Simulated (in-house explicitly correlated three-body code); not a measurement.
Computed with an exponentially correlated three-body code. Model: two electrons around a point charge, non-relativistic, variational in 260 exponentially correlated functions (energies converged to about 1e-7 hartree, or 1e-8 relative for large Z).

For two electrons in a singlet the Kohn-Sham orbital is the square root of half the density, so the exact Kohn-Sham potential and energy parts follow from the density alone, and exchange is minus half the Hartree energy. The Kohn-Sham level equals minus the binding energy of the second electron.

Command:
```bash
python run_hyl.py task.json out
```
Settings (lengths in bohr, energies in hartree):
```
Z                      3.02
interaction_strength   1
functions              260
states_tried           13
```

Run time, properties included: 14 s on 1 thread of AMD EPYC 9R45 96-Core Processor (Zen 5), with other jobs on the host.

**Those bound S and P states to n = 4 that converged, binding against the one-electron ion.**

Given: nuclear charge 3.02.

Computed: one-electron threshold -4.5602 hartree.

| term | energy (hartree) | binding (eV) | quantum defect |
| --- | --- | --- | --- |
| 1 1S | -7.38783029 | 76.944 | 0.15057 |
| 2 3S | -5.18220091 | 16.926 | 0.18891 |
| 2 1S | ? | ? | ? |
| 2 3P | -5.0983949 | 14.645 | 0.052997 |
| 2 1P | -5.06346388 | 13.695 | -0.013439 |
| 3 3S | -4.81708323 | 6.9901 | 0.18182 |
| 3 1S | -4.79853831 | 6.4855 | 0.074235 |
| 3 3P | -4.79524995 | 6.396 | 0.05384 |
| 3 1P | -4.78483566 | 6.1126 | -0.013679 |
| 4 3S | ? | ? | ? |
| 4 1S | -4.69254508 | 3.6013 | 0.073709 |
| 4 3P | -4.69122759 | 3.5654 | 0.054019 |
| 4 1P | -4.68684847 | 3.4463 | -0.013621 |

Question: What belongs in the row 2 1S?

Answer: energy (hartree): -5.11151243; binding (eV): 15.002; quantum defect: 0.076299.

Question: What belongs in the row 4 3S?

Answer: energy (hartree): -4.69998934; binding (eV): 3.8039; quantum defect: 0.17968.

**Exact Kohn-Sham parts of the ground state from its density.**

Computed: total energy -7.38783029 hartree; Hartree energy 3.3272 hartree; exchange energy -1.6636 hartree; DFT correlation energy -0.043535 hartree; kinetic part of the DFT correlation energy 0.039872 hartree; potential part of the DFT correlation energy -0.083406 hartree; exact minus restricted Hartree-Fock -0.043518 hartree; Kohn-Sham level -76.944 eV; dipole polarisability 0.18662 bohr³; C6 of two such species 0.074758 hartree·bohr⁶.

Question: What is the Kohn-Sham kinetic?

Answer: 7.348 hartree.

Question: What is the restricted Hartree-Fock level?

Answer: -77.282 eV.

**Functionals on the exact density and self-consistent, errors are functional minus exact, hybrids only self-consistent, a dash where a self-consistent run leaves the top level unbound.**

| result | exchange error (millihartree) | correlation error (millihartree) | functional driven error (millihartree) | density driven error (millihartree) | self consistent total error (millihartree) | top level plus exact binding (eV) |
| --- | --- | --- | --- | --- | --- | --- |
| r2SCAN | -4.5968 | 3.1788 | -1.418 | -0.29325 | -1.7112 | 13.84 |
| PBE | ? | ? | ? | ? | ? | ? |
| B3LYP VWN-RPA | - | - | - | - | -6.0964 | 11.69 |
| r2SCAN0 | - | - | - | - | -0.39933 | 10.158 |
| HSE06 | - | - | - | - | ? | ? |
| LDA VWN5 | 232.65 | -92.067 | 140.59 | -2.0601 | 138.53 | 16.185 |
| revTPSS | -3.6643 | -4.9143 | -8.5786 | -0.18399 | -8.7626 | 14.036 |
| wB97X | - | - | - | - | -7.289 | 9.0112 |
| LDA PW92 | 232.65 | -91.412 | 141.24 | -2.0705 | 139.17 | 16.195 |
| SCAN | -4.5968 | 3.1788 | -1.418 | -0.29325 | -1.7112 | 13.84 |
| TPSS | -4.2122 | -2.1817 | -6.3939 | -0.29622 | -6.6901 | 14.299 |
| AM05 | 179.06 | -74.073 | 104.98 | -1.3888 | 103.59 | 16.171 |
| M06-L | -18.977 | -1.7399 | -20.717 | -2.2801 | -22.997 | 13.684 |
| OLYP | 3.9037 | -4.0672 | -0.16343 | -1.4484 | -1.6118 | 15.149 |

Question: What belongs in the row PBE?

Answer: exchange error (millihartree): 25.769; correlation error (millihartree): -1.217; functional driven error (millihartree): 24.552; density driven error (millihartree): -1.1325; self consistent total error (millihartree): 23.419; top level plus exact binding (eV): 15.364.

Question: What belongs in the row HSE06?

Answer: self consistent total error (millihartree): 15.525; top level plus exact binding (eV): 11.658.

**Density and exact potentials over r, pair density (one pair, times 4 pi r12^2) and exact minus Kohn-Sham pair density over r12.**

```csv
radius (bohr),radial density (electrons/bohr),exchange potential (hartree),intracule density (1/bohr),Coulomb hole against Kohn-Sham (1/bohr),correlation potential (hartree)
0.0707,0.57566,-2.6484,0.035747,-0.01247,-0.041
0.0823,0.72814,-2.6299,0.048475,-0.01627,-0.038
0.0959,?,?,?,?,?
0.112,1.1315,-2.575,0.089354,-0.02713,-0.028
0.13,1.3714,-2.5375,0.11952,-0.03413,-0.022
0.151,1.6365,-2.4908,0.15927,-0.04229,-0.015
0.176,1.9225,-2.432,0.21215,-0.05157,-0.008
0.205,2.2062,-2.3609,0.27951,-0.06117,0
0.239,2.4678,-2.2755,0.36415,-0.07015,0.008
0.278,2.6755,-2.177,0.46486,-0.07679,0.014
0.324,2.8057,-2.0624,0.58276,-0.07928,0.02
0.378,2.828,-1.9327,0.71187,-0.07527,0.024
0.44,2.7253,-1.7928,0.83829,-0.06326,0.025
0.512,2.4966,-1.6438,0.94693,-0.04312,0.024
0.596,?,?,?,?,?
0.694,1.7424,-1.3327,1.0274,0.01044,0.017
0.808,1.3029,-1.1799,0.96348,0.03246,0.012
0.941,0.89033,-1.0345,0.8265,0.04354,0.008
1.1,0.54108,-0.8969,0.63272,0.04163,0.005
1.28,0.29548,-0.77645,0.43028,0.03041,0.003
1.49,0.14008,-0.6695,0.25231,0.0166,0.002
1.73,0.057372,-0.57755,0.12614,0.006192,0.001
```

Question: What belongs in the row 0.0959?

Answer: radial density (electrons/bohr): 0.91219; exchange potential (hartree): -2.606; intracule density (1/bohr): 0.065754; Coulomb hole against Kohn-Sham (1/bohr): -0.02108; correlation potential (hartree): -0.033.

Question: What belongs in the row 0.596?

Answer: radial density (electrons/bohr): 2.1572; exchange potential (hartree): -1.489; intracule density (1/bohr): 1.0171; Coulomb hole against Kohn-Sham (1/bohr): -0.01695; correlation potential (hartree): 0.021.

The density-driven part is never positive, since each functional's own density lowers its energy. Here it is small beside the functional-driven part (median ratio 0.046), the normal case. The correlation energy of density-functional theory lies 0.016 millihartree below exact minus Hartree-Fock, because the Hartree-Fock density, unlike the exact one, minimises the Hartree-Fock energy.
